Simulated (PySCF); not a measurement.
**Germanium: a sound run and one with changed settings**

Sound run: Ge [Ar] 3d10 4s2 4p2, Ge+ [Ar] 3d10 4s2 4p1. All numbers are calculated (PySCF 2.14, the spin-free X2C one-electron Hamiltonian (Gaussian nucleus), in x2c-TZVPall (6s5p4d1f, 48 functions)). In the sound run the correlated levels freeze [Ar] 3d10. The sound run starts from symmetry-adapted Hartree-Fock orbitals and uses a fine grid where one is needed.

Changed run: initial guess atom, at most 50 SCF cycles.

| species | method | sound run (hartree) | changed run (hartree) | converged |
| --- | --- | --- | --- | --- |
| Ge | UHF | -2097.04821 | -2097.04821 | yes |
| Ge | PBE | -2098.42325 | -2098.42325 | yes |
| Ge | CCSD(T) | -2097.11368 | -2097.11368 | yes |
| Ge+ | M06-L | -2098.35007 | -2098.35007 | yes |
| Ge+ | MP2 | -2096.81237 | -2096.81237 | yes |

Here the plain start reaches the same solutions.
